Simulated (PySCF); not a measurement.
C3H9GeN, SMILES C=[CH][GeH2][NH]C.

Coordinates come from a PBE0-D3(BJ)/def2-SVP optimisation. The structure was generated by enumeration, and PubChem lists no compound with its InChIKey, so it may never have been made. The values are those of a single conformer.

Two levels are set side by side: TDA-PBE/def2-SVPD (PySCF) and TDA-LC-ωPBE/def2-SVPD (PySCF). Vertical, same geometry. The lowest singlet is HOMO→LUMO 100 % with PBE and HOMO→LUMO 63 %, HOMO→LUMO+2 12 % with the other functional; states are paired by order. Differences are taken from unrounded values.

```
quantity                              TDA-LC-ωPBE
------------------------------------  -----------
lowest singlet excitation (eV)               6.23
lowest triplet excitation (TDA) (eV)         4.12
```

Problem. What does TDA-PBE give, and how far is it from TDA-LC-ωPBE? (Estimate from the structure and the level; the computed values follow.)

Solution. 
```csv
quantity,TDA-PBE,TDA-PBE minus TDA-LC-ωPBE
lowest singlet excitation (eV),3.73,-2.50
lowest triplet excitation (TDA) (eV),3.64,-0.48
```

Functionals without exact exchange tend to place singlet excitations lower, as here. Differences between two approximate levels are no errors against the true value.

Rough cost on one machine, each run with all the roots and properties that it gave: TDA-LC-ωPBE against TDA-PBE about 3 times.
